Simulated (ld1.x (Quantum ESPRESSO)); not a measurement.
**Transferability test, TM potential for Pt (Z = 78)**

- Element: platinum (Pt)
- Generator: ld1.x (Quantum ESPRESSO) 7.5
- Type: norm-conserving Troullier–Martins (Kleinman–Bylander form)
- Functional: PBE
- Relativity: scalar-relativistic
- Frozen core: [Xe] 4f14
- Valence charge: 10
- Reference configuration: 5d9 6s1 6p0
- Partial waves: 6p (bound, empty): rc 3.10 bohr; 5d (bound): rc 1.85 bohr; 6s (bound): rc 1.85 bohr
- Local potential: the s channel
- Core correction: none

Energies are relative to the spin-unpolarised reference configuration 5d9 6s1 6p0; without spin polarisation the order of configurations can differ from experiment.

(1) Give the all-electron excitation energy and the error of the potential for: 5d9 6s0 6p0; 5d8 6s0 6p0; 5d7 6s0 6p0; 5d8 6s1 6p1; 5d8 6s1 6p0; 5d9.5 6s0.5 6p0; 5d9 6s0 6p1.

Levels in the configuration 5d9 6s0 6p0:

| level | all-electron (eV) | pseudo (eV) |
| --- | --- | --- |
| 5d | -14.304 | -14.275 |

## Answers

(1)

| valence configuration | charge | ΔE all-electron (eV) | error AE − PS (meV) |
| --- | --- | --- | --- |
| 5d9 6s0 6p0 | +1 | 9.194 | +4.5 |
| 5d8 6s0 6p0 | +2 | 29.160 | -11 |
| 5d7 6s0 6p0 | +3 | 61.376 | -174 |
| 5d8 6s1 6p1 | 0 | 6.568 | -48 |
| 5d8 6s1 6p0 | +1 | 11.167 | -24 |
| 5d9.5 6s0.5 6p0 | 0 | -0.123 | -10 |
| 5d9 6s0 6p1 | 0 | 5.049 | +2.6 |
